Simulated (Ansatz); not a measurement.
Born–Oppenheimer molecular dynamics of BH7N2O (11 atoms, charge 0, multiplicity 1). It starts at the highest image of a converged band, a first-order saddle point between two minima.

Method: RKS r2SCAN/def2-SVP (Ansatz).

```
ensemble                      : NVE (velocity Verlet)
time step                     : 0.5 fs
steps asked                   : 200
starting velocities drawn for : 100 K
seed                          : 2226
```

Frames 1 fs apart, positions in Å.

Velocities at 20 fs (Å/ps):

```
B 0.86 -2.69 0.16
N 0.02 -1.04 -0.52
H 2.01 0.06 2.19
H 0.00 0.98 1.85
N 0.12 0.62 0.49
H -4.94 -5.29 4.32
H -8.97 -0.15 0.26
H 4.21 -2.79 -8.59
O 0.82 2.16 -0.52
H -6.47 -1.58 17.19
H -10.12 9.26 -10.31
```

```xyz
11
Properties=species:S:1:pos:R:3 time_fs=20 energy_less_start_eV=0.059 T=49
B 0.061 0.296 0.192
N 0.052 0.021 1.729
H -0.813 -0.396 2.059
H 0.837 -0.484 2.132
N 1.416 0.125 -0.388
H 1.641 -0.870 -0.533
H 1.547 0.571 -1.287
H -0.925 -0.117 -0.427
O -0.228 1.891 0.453
H -1.161 2.037 0.295
H -0.085 1.483 1.453
11
Properties=species:S:1:pos:R:3 time_fs=21 energy_less_start_eV=0.050 T=57
B 0.062 0.294 0.192
N 0.052 0.020 1.729
H -0.811 -0.397 2.062
H 0.838 -0.482 2.134
N 1.416 0.126 -0.387
H 1.636 -0.873 -0.528
H 1.538 0.572 -1.288
H -0.921 -0.119 -0.435
O -0.227 1.893 0.452
H -1.170 2.036 0.313
H -0.096 1.493 1.443
11
Properties=species:S:1:pos:R:3 time_fs=22 energy_less_start_eV=0.041 T=65
B 0.064 0.290 0.192
N 0.051 0.019 1.728
H -0.811 -0.400 2.066
H 0.840 -0.481 2.135
N 1.417 0.126 -0.386
H 1.629 -0.871 -0.523
H 1.528 0.573 -1.292
H -0.919 -0.121 -0.440
O -0.225 1.896 0.452
H -1.180 2.036 0.330
H -0.108 1.504 1.433
11
Properties=species:S:1:pos:R:3 time_fs=23 energy_less_start_eV=0.038 T=67
B 0.065 0.286 0.192
N 0.051 0.017 1.727
H -0.811 -0.404 2.072
H 0.843 -0.478 2.134
N 1.417 0.126 -0.385
H 1.623 -0.865 -0.517
H 1.518 0.574 -1.297
H -0.919 -0.121 -0.443
O -0.224 1.899 0.451
H -1.189 2.035 0.347
H -0.119 1.517 1.424
11
Properties=species:S:1:pos:R:3 time_fs=24 energy_less_start_eV=0.038 T=67
B 0.066 0.281 0.193
N 0.050 0.016 1.726
H -0.810 -0.409 2.078
H 0.847 -0.475 2.133
N 1.418 0.127 -0.384
H 1.616 -0.858 -0.511
H 1.506 0.574 -1.302
H -0.919 -0.121 -0.444
O -0.223 1.902 0.450
H -1.192 2.034 0.364
H -0.129 1.532 1.418
11
Properties=species:S:1:pos:R:3 time_fs=25 energy_less_start_eV=0.034 T=71
B 0.067 0.276 0.193
N 0.049 0.014 1.725
H -0.808 -0.416 2.083
H 0.851 -0.470 2.131
N 1.418 0.127 -0.383
H 1.612 -0.854 -0.507
H 1.495 0.571 -1.305
H -0.921 -0.119 -0.442
O -0.223 1.905 0.448
H -1.190 2.033 0.379
H -0.136 1.547 1.415
11
Properties=species:S:1:pos:R:3 time_fs=26 energy_less_start_eV=0.024 T=80
B 0.068 0.271 0.194
N 0.048 0.011 1.724
H -0.804 -0.423 2.088
H 0.856 -0.464 2.127
N 1.419 0.129 -0.382
H 1.610 -0.854 -0.505
H 1.484 0.566 -1.306
H -0.923 -0.116 -0.438
O -0.223 1.909 0.447
H -1.184 2.032 0.391
H -0.139 1.563 1.415
11
Properties=species:S:1:pos:R:3 time_fs=27 energy_less_start_eV=0.010 T=91
B 0.069 0.265 0.196
N 0.046 0.008 1.722
H -0.797 -0.431 2.093
H 0.860 -0.457 2.122
N 1.419 0.131 -0.381
H 1.610 -0.859 -0.503
H 1.472 0.559 -1.306
H -0.927 -0.112 -0.432
O -0.223 1.914 0.445
H -1.178 2.032 0.399
H -0.138 1.580 1.418
11
Properties=species:S:1:pos:R:3 time_fs=28 energy_less_start_eV=-0.003 T=103
B 0.070 0.259 0.197
N 0.045 0.005 1.721
H -0.789 -0.440 2.097
H 0.865 -0.449 2.117
N 1.420 0.133 -0.380
H 1.613 -0.865 -0.503
H 1.461 0.550 -1.306
H -0.931 -0.108 -0.424
O -0.223 1.918 0.443
H -1.175 2.033 0.403
H -0.131 1.598 1.421
11
Properties=species:S:1:pos:R:3 time_fs=29 energy_less_start_eV=-0.018 T=116
B 0.071 0.252 0.200
N 0.043 0.002 1.719
H -0.782 -0.451 2.100
H 0.871 -0.441 2.111
N 1.421 0.135 -0.379
H 1.617 -0.869 -0.504
H 1.451 0.540 -1.308
H -0.936 -0.103 -0.415
O -0.223 1.923 0.441
H -1.177 2.035 0.403
H -0.120 1.615 1.423
11
Properties=species:S:1:pos:R:3 time_fs=30 energy_less_start_eV=-0.036 T=131
B 0.071 0.245 0.203
N 0.041 -0.002 1.717
H -0.775 -0.463 2.104
H 0.878 -0.432 2.106
N 1.421 0.137 -0.377
H 1.622 -0.870 -0.504
H 1.441 0.531 -1.312
H -0.943 -0.098 -0.406
O -0.222 1.929 0.440
H -1.183 2.038 0.399
H -0.106 1.633 1.423
11
Properties=species:S:1:pos:R:3 time_fs=31 energy_less_start_eV=-0.054 T=147
B 0.071 0.239 0.206
N 0.039 -0.006 1.716
H -0.769 -0.477 2.107
H 0.886 -0.422 2.100
N 1.422 0.138 -0.376
H 1.628 -0.865 -0.504
H 1.432 0.522 -1.318
H -0.950 -0.093 -0.396
O -0.222 1.934 0.438
H -1.191 2.042 0.392
H -0.090 1.651 1.419
```

Of the whole run (100 fs, mean temperature of the second half 549 K): The conserved energy stayed within 0.035 meV per atom of its start (net change 0.0076 meV per atom), so the integration is sound. The kinetic energy rose, since the run started high on the potential surface and went downhill. It ends in pieces (BH5N2 + H2O), so much of that is their flight and rotation, not heat. A run of 0.1 ps of so small a system gives no equilibrium averages. The orbitals stay closed-shell, which can raise the energy where a bond breaks towards radicals; this wasn't checked here.

Time of the run: 7.1 min on 2 threads of Arm Neoverse V2, on a shared host, peak memory 0.14 GiB.
